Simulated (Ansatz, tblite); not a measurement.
Forces on the cluster Re₂Te₃ at its PBE-D4/def2-SVP geometry. Total charge 0; singlet.

In the def2 sets Re, Te take a core potential; there is no spin–orbit coupling. The xTB rows come from tblite. The restricted singlet is unstable towards broken spin symmetry in Hartree–Fock (as tested in another run); at PBE-D4/def2-TZVP this wasn't settled. No other spin state of charge 0 was run. The structure comes from a short search, and lower isomers may exist.

GFN1-xTB (tblite), largest force 14.43 eV/Å:

```xyz
5
positions Å, forces eV/Å
Re   -0.467    1.177    0.385   -1.269    9.372   10.900
Re   -0.336   -0.251   -1.255    0.470   -9.536  -10.821
Te    1.656    0.676    1.661    0.413   -0.550   -0.540
Te   -2.700   -0.189   -0.052    0.069    0.226   -0.191
Te    1.848   -1.413   -0.739    0.316    0.488    0.652
```

GFN2-xTB (tblite), largest force 14.24 eV/Å:

```
Re -1.202 9.730 10.330
Re 0.514 -8.917 -11.093
Te 0.945 -0.737 -0.175
Te -1.120 -0.219 0.101
Te 0.863 0.144 0.837
```

PBE-D4/def2-TZVP (Ansatz), largest force 0.47 eV/Å:

```
Re 0.125 -0.318 0.057
Re 0.105 -0.091 0.318
Te -0.330 0.052 -0.242
Te 0.447 0.137 -0.084
Te -0.346 0.221 -0.049
```
